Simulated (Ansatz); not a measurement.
Geometry optimisation, Ansatz 0.2.0, RKS PBE0-D4/def2-SVP.

input.yaml

```yaml
crystal:
  periodic: [false, false, false]
  atoms:
    - { symbol: Ga, position_ang: [-0.619, 0.258938, -0.113121] }
    - { symbol: Cl, position_ang: [2.631748, -0.968276, 0.550345] }
    - { symbol: O, position_ang: [-0.744818, 0.404787, -1.876456] }
    - { symbol: O, position_ang: [-1.771466, -0.909776, 0.562222] }
    - { symbol: H, position_ang: [1.989149, 0.125003, 0.8848] }
    - { symbol: H, position_ang: [0.339728, 1.103021, 0.752089] }
    - { symbol: H, position_ang: [-0.117444, 1.015288, -2.274337] }
    - { symbol: H, position_ang: [-1.707797, -1.028886, 1.514558] }
basis:
  gaussian: { orbitals: def2-SVP }
hamiltonian:
  xc: pbe0
  dispersion: d4
relax:
  f_tol: 0.03
  max_steps: 50
```

Command:

```bash
$ ansatz run input.yaml --threads 2 --pin off --max-ram 3072MiB --backend cpu --events-out ev --progress --plain --runs-dir out
```

Task: Where does it end, and by what steps?

Result: The forces met the threshold. After 15 steps the energy has fallen by 0.109 eV; Cl2 moved furthest, 0.65 Å.

| step | energy less start (eV) | largest force component (eV/Å) | accepted |
| --- | --- | --- | --- |
| 0 | 0.0000 | 0.486 | yes |
| 1 | 0.0190 | 1.424 | no |
| 2 | -0.0151 | 0.545 | yes |
| 3 | -0.0281 | 0.557 | yes |
| 4 | -0.0393 | 0.838 | yes |
| 5 | -0.0272 | 1.490 | no |
| 6 | -0.0595 | 0.595 | yes |
| 7 | -0.0805 | 0.372 | yes |
| 8 | -0.0966 | 0.239 | yes |
| 9 | -0.0870 | 0.753 | no |
| 10 | -0.1063 | 0.064 | yes |
| 11 | -0.1086 | 0.056 | yes |
| 12 | -0.1085 | 0.073 | no |
| 13 | -0.1089 | 0.031 | yes |
| 14 | -0.1092 | 0.032 | yes |
| 15 | -0.1095 | 0.007 | yes |

```xyz
8
Properties=species:S:1:pos:R:3
Ga -0.579 0.296 -0.082
Cl 2.033 -0.969 0.287
O -0.563 0.272 -1.864
O -1.564 -1.040 0.566
H 2.466 -0.023 1.047
H -0.047 1.487 0.784
H -0.089 1.008 -2.261
H -1.656 -1.030 1.523
```

Time of the run: 25 s on 2 threads of AMD EPYC 9R14 (Zen 4), on a shared host, peak memory 0.24 GiB.
